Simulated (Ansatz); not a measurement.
# What each rung costs, and what it gives

Saddle point of SiNH4O2F, singlet (SiNH₃O₂ ([NH2][Si]([O])[OH]) + HF → SiNH₃O₂ ([NH][Si]([OH])[OH]) + HF; bonds formed: F2–H4, O6–H9; bonds broken: F2–H9, N3–H4), PBE0-D4/def2-TZVP structure:

```xyz
9
angstrom
Si -0.5117 0.3088 0.1098
F 1.7131 -1.4694 0.0281
N 0.6933 0.4646 -0.9404
H 1.3944 -0.4916 -0.6100
O -1.7988 1.2565 0.2263
O -0.3994 -0.9042 1.1189
H 0.8605 1.1321 -1.6700
H -2.4535 1.0529 0.8997
H 0.5021 -1.3496 0.8375
```

Barriers are electronic and count from the start structure reached by relaxing down the imaginary mode.

Program: Ansatz 0.2.0. Basis: as named in each row. Cores are frozen in the correlated methods. B3LYP uses VWN-RPA correlation. Extrapolation: Hartree–Fock as exp(−7.88 √X), correlation as X^−2.97.

Times are rough, for one single point on 4 threads of a shared host (Intel Xeon).

The estimate by CCSD(T) at an estimated basis limit (MP2 extrapolated from triple and quadruple zeta, plus CCSD(T) − MP2 in triple zeta) is 0.849 eV.

```tsv
method	basis	time (s)	barrier (eV)	method less estimate
HF	STO-3G	under 1	0.924	0.075
PBE-D4	STO-3G	under 1	-0.505	-1.354
SPW92	def2-SVP	1	0.237	-0.612
B3LYP-D4	6-31G	2	0.697	-0.152
PBE-D4	def2-SVP	2	0.534	-0.315
SPW92	def2-TZVPP	2	0.351	-0.498
PBE0-D4	def2-SVP	2	0.646	-0.203
PBE-D4	def2-TZVPP	3	0.639	-0.210
BLYP-D4	def2-TZVPP	3	0.739	-0.110
B3LYP-D4	def2-TZVPP	4	0.793	-0.056
BHLYP-D4	def2-TZVPP	4	0.894	0.044
PBE0-D4	def2-TZVPP	4	0.729	-0.121
CAM-B3LYP-D4	def2-TZVPP	4	0.769	-0.081
r2SCAN-D4	def2-TZVPP	4	0.695	-0.154
r2SCAN0-D4	def2-TZVPP	6	0.758	-0.091
wB97M-V	def2-SVP	6	0.694	-0.156
B97M-V	def2-TZVPP	7	0.847	-0.003
B2PLYP	def2-TZVPP	7	0.835	-0.015
PBE-QIDH	def2-TZVPP	7	0.807	-0.043
RPA on PBE	def2-TZVPP	8	0.855	0.005
wB97X-V	def2-TZVPP	8	0.810	-0.039
wB97M-V	def2-TZVPP	9	0.802	-0.047
CCSD(T)	def2-SVP	10	0.883	0.033
MP2	def2-QZVPP	30	0.842	-0.007
CCSD(T)	def2-TZVPP	120	0.858	0.009
```

All methods are single points on the PBE0-D4 structures; a negative value means that the method puts the saddle structure below the start.

No T1 diagnostic of these runs exceeds 0.014.

Labels in which every atom is bracketed show which atoms are joined, not bond orders.
